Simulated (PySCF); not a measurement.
C₆ coefficients of unlike pairs at BP86

Calculated with PySCF 2.14 from the dipole response of each species, C₆(A,B) = (3/π) ∫ α_A(iu) α_B(iu) du, in atomic units, from isotropic polarisabilities. For ions this is the dispersion term alone; charge-induced terms of lower order in 1/R come first.

```
species           configuration                                                                               basis      relativity  α (bohr³)  C₆ (like pair)
    Rb⁺               [Kr] (1S)  x2c-QZVPPall with one added diffuse shell each of s, p, d, f, g type (14s9p8d4f3g)   spin-free X2C      9.409           56.44
      N       [He] 2s2 2p3 (4S)                                                              aug-cc-pVTZ (5s4p3d2f)            none      8.094           28.11
     Pt  [Xe] 4f14 5d9 6s1 (3D)                def2-TZVPPD with the def2 core potential (60 electrons) (6s5p3d2f1g)  core potential      34.88           288.9
   Sn³⁺      [Kr] 4d10 5s1 (2S)                                                     aug-cc-pwCVTZ-DK3 (10s9p7d4f1g)   spin-free X2C      8.918           36.17
```

Problem. Estimate C₆ for Sn³⁺ with Rb⁺.

Solution. The integral gives 44.60. The combination rule 2 C_A C_B / (C_A α_B/α_A + C_B α_A/α_B) gives 44.54 and the geometric mean 45.18.

No spin-orbit coupling is included.

The other pairs:

| pair | C₆ |
| --- | --- |
| Sn³⁺, N | 31.39 |
| N, Rb⁺ | 39.32 |
| Pt, N | 88.12 |
| Pt, Rb⁺ | 120.4 |
| Sn³⁺, Pt | 98.86 |
